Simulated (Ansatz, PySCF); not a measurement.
Energy difference R1 → P1 + P2, each structure at its B3LYP-D3(BJ)/def2-TZVP stationary point, reached from a drawn start (curvature not checked).
R1, NH3 (SMILES N) (charge 0, multiplicity 1, Z-matrix in Å and degrees):
```
N
H 1 1.0136
H 1 1.0136 2 107.29
H 1 1.0136 2 107.33 3 -115.09
```
P1, NH (SMILES [NH]) (charge 0, multiplicity 3, Z-matrix in Å and degrees):
```
N
H 1 1.0419
```
P2: H2 (SMILES [H][H]), charge 0, multiplicity 1.

P less R. No zero-point or thermal terms; singlets are restricted closed shells; open shells are unrestricted.

Correlated levels freeze the cores.

The values were computed with Ansatz (an electronic-structure program); PySCF for the D3/D4 terms. Each number belongs to the level named beside it.

Question: Give the reaction energy at the level revPBE-D3(BJ)/def2-TZVPP.

Answer: 102.4 kcal/mol

Question: Predict the reaction energy from CCSD(T)/cc-pVQZ.

Answer: 103.3 kcal/mol

Question: Predict the reaction energy from r2SCAN-D3(BJ)/def2-TZVPP.

Answer: 102.1 kcal/mol
